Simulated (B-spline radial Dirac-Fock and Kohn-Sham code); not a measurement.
## Ionisation of each subshell: Re⁴⁺

System: rhenium as Re⁴⁺ in the configuration [Xe] 4f14 5d1 6s2 (not the ground configuration); nuclear rms radius 5.3698 fm (A = 187).

Calculated with a radial finite-basis atomic code, using relaxed Dirac-Fock hole states (ΔSCF) with Breit and QED corrections and a finite nucleus. Electron correlation is not included. Energies are counted from the vacuum level.

All terms are in eV, carry their sign (relaxation lowers the binding energy) and add up to the binding energy; ⟨r⟩ is the mean radius of the orbital in the initial state.

```
subshell  −ε (Koopmans)  relaxation    Gaunt  retardation      QED  binding energy  ⟨r⟩ (bohr)
      1s        72192.3      -87.17  -263.75        24.14  -125.69         71739.8       0.018
      2s        12699.8      -51.43   -28.93         2.05   -18.47         12603.1       0.076
   2p1/2        12127.5      -55.99   -49.80         5.31    -0.02         12027.0       0.063
   2p3/2        10685.0      -52.78   -34.07         7.26    -1.82         10603.6       0.071
      3s         3044.6      -28.30    -5.18         0.32    -4.26          3007.2       0.196
   3p1/2         2790.4      -29.36    -9.21         0.86    -0.10          2752.6       0.187
   3p3/2         2472.3      -27.65    -5.98         1.36    -0.45          2439.6       0.202
   3d3/2         2051.3      -30.41    -3.94         0.35     0.34          2017.7       0.177
   3d5/2         1983.0      -29.80    -2.64         0.38     0.16          1951.1       0.181
      4s          711.4      -10.70    -1.05         0.07    -1.02           698.7       0.441
   4p1/2          604.1      -10.57    -1.90         0.18     0.00           591.8       0.446
   4p3/2          529.2       -9.45    -1.11         0.29    -0.08           518.8       0.478
   4d3/2          353.0       -9.15    -0.51         0.04     0.09           343.5       0.494
   4d5/2          338.9       -8.79    -0.24         0.05     0.06           330.0       0.505
   4f5/2          115.5       -7.83     0.16        -0.04     0.07           107.8       0.565
   4f7/2          112.8       -7.64     0.26        -0.04     0.06           105.4       0.573
      5s          153.3       -1.82    -0.16         0.01    -0.17           151.1       1.029
   5p1/2          116.3       -1.67    -0.26         0.02     0.02           114.4       1.116
   5p3/2          104.0       -1.41    -0.13         0.04     0.00           102.5       1.200
      5d          58.26       -0.75     0.00         0.00     0.02           57.54       1.546
      6s          45.20       -0.16    -0.03         0.00    -0.03           44.98       2.374
```

For the deepest level, K (1s), the Breit terms make up -0.334 % of the binding energy, QED -0.175 % and orbital relaxation -0.122 %.

Spin-orbit splittings: 2p 1423.4 eV, 3p 312.9 eV, 3d 66.59 eV, 4p 73.03 eV, 4d 13.48 eV, 4f 2.39 eV, 5p 11.88 eV.
